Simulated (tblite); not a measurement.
Species: C4H10ClPSi2.
Geometry (GFN2-xTB, Å), atoms numbered from 1 in this order:
```xyz
18
C4H10ClPSi2 angstrom
C     -0.188    2.369   -1.247
C     -0.701    1.307   -0.638
C      0.048    0.177   -0.114
C     -0.595   -0.854    0.460
Si    -2.453   -1.070    0.705
Si     1.954    0.176   -0.240
P      2.962   -1.666    0.563
Cl     2.691    1.738    0.827
H     -0.817    3.166   -1.605
H      0.869    2.491   -1.407
H     -1.774    1.242   -0.501
H      0.013   -1.673    0.834
H     -3.141   -1.037   -0.589
H     -2.655   -2.377    1.334
H     -2.975   -0.016    1.579
H      2.392    0.312   -1.634
H      2.121   -2.553   -0.082
H      2.240   -1.723    1.742
```

Computed values, GFN2-xTB/tblite, gas phase, harmonic and unscaled. Against measured fundamentals such values can be off by several per cent, at times by over 20. Modes of hydrogen on phosphorus and silicon can be 10 to 20 % off. One conformer, not necessarily the lowest.

Harmonic wavenumbers (cm⁻¹): 27.0, 69.3, 85.9, 98.6, 115.2, 127.0, 145.8, 167.1, 181.9, 211.3, 305.9, 366.2, 423.7, 489.6, 511.1, 529.0, 535.7, 595.6, 614.8, 672.6, 684.6, 713.1, 728.3, 771.6, 789.1, 791.6, 802.0, 820.7, 893.4, 969.2, 1002.1, 1135.2, 1142.6, 1286.3, 1307.9, 1408.0, 1579.1, 1665.1, 2190.8, 2241.9, 2248.1, 2263.9, 2301.3, 2390.0, 2996.7, 3036.6, 3110.4, 3135.7.

A = 1184, B = 629.1, C = 456.0 MHz; mass 179.975 u (most abundant isotopes); point group C1, symmetry number 1.

Question: What is the zero-point energy?

Answer: ½Σν̃ = 25339 cm⁻¹ = 72.45 kcal/mol.

Question: Give the ideal-gas entropy at 350 K and 1 bar in the rigid-rotor, harmonic-oscillator model (classical rotation).

Answer: Translation 42.29, rotation 31.70, vibration 49.45: S = 123.5 cal/(mol K).

Question: And Cp and H(350 K) − H(0)?

Answer: Cp = 52.57 cal/(mol K), of which vibrations give 44.62 (their classical limit is 48 R = 95.4); H(350 K) − H(0) = 11.40 kcal/mol without the zero-point energy, 8.61 from vibrations.

Question: Which modes carry the vibrational entropy at 350 K?

Answer: 27.0 cm⁻¹: 6.36; 69.3 cm⁻¹: 4.49; 85.9 cm⁻¹: 4.07; 98.6 cm⁻¹: 3.80; 115.2 cm⁻¹: 3.49; 127.0 cm⁻¹: 3.30 cal/(mol K); the other 42 give 23.95 together.

Question: What must be added to the electronic energy to get the Gibbs energy at 350 K and 1 bar?

Answer: ZPE + [H(350 K) − H(0)] − T·S = 72.45 + 11.40 − 43.21 = 40.64 kcal/mol.

Question: How do the functions run with temperature in this model?

Answer: 
| T (K) | S (cal/(mol K)) | Cp (cal/(mol K)) | H − H(0) (kcal/mol) | G − H(0) (kcal/mol) | ln q(vib) |
| --- | --- | --- | --- | --- | --- |
| 100 | 78.1 | 24.4 | 1.61 | -6.20 | 2.97 |
| 200 | 98.7 | 36.5 | 4.65 | -15.09 | 6.97 |
| 300 | 115.7 | 47.8 | 8.88 | -25.83 | 10.71 |
| 500 | 144.2 | 63.7 | 20.17 | -51.93 | 17.60 |
| 800 | 177.5 | 77.6 | 41.56 | -100.40 | 26.61 |
| 1000 | 195.5 | 83.6 | 57.72 | -137.74 | 31.88 |

q(vib) and H(0) count from the zero-point level.

Hindered rotation and anharmonicity are outside this model. Other conformers, if any are populated, would add a mixing term that is left out. The structure is chiral; the term R ln 2 for an equal mix with its mirror image is left out.

Hardware: an Arm Neoverse V1 with one thread, shared host with 32 logical CPUs at a one-minute load of 25. Cost: 1.1 s of wall time. This covers the Hessian and the dipole derivatives.
